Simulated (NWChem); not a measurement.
Molecule: AlSiH4O2Cl; SMILES [O]([SiH3])[Al]([Cl])[OH]

```xyz
9

Al    -0.4573     0.7024     0.0018
Cl     1.1869     1.9834     0.0084
O     -1.9847     1.4184    -0.0046
H     -2.8205     0.9501    -0.0100
O     -0.2332    -0.9671     0.0033
Si     0.3041    -2.5269     0.0020
H     -0.7372    -3.4154    -0.5966
H      0.5749    -2.9768     1.4006
H      1.5589    -2.6496    -0.7996
```
Atoms are numbered in this order, from 1.

Computed with NWChem. Pople sets run with spherical d functions. Geometry: optimised at PBE0/def2-SVP. GIAO values for the isolated, static molecule; σ is the absolute isotropic shielding, δ = σ(reference) − σ with the isolated reference molecule computed at the same levels (1H: tetramethylsilane, 17O: water, 29Si: tetramethylsilane).

| level | σ Al1 (ppm) | σ Cl2 (ppm) | δ O3 (ppm) | δ H4 (ppm) | δ O5 (ppm) | δ Si6 (ppm) | δ H7 (rotor mean) (ppm) |
|---|---|---|---|---|---|---|---|
| B3LYP/6-31G* | 509.7 | 1041.0 | 17.7 | 1.27 | 21.3 | -18.9 | 5.20 |
| B3LYP/6-311G** | 460.5 | 1012.7 | 32.2 | 1.49 | 31.4 | -44.1 | 5.25 |
| PBE0/pcSseg-1 | 466.9 | 1024.9 | 22.7 | 1.62 | 24.5 | -38.6 | 5.07 |
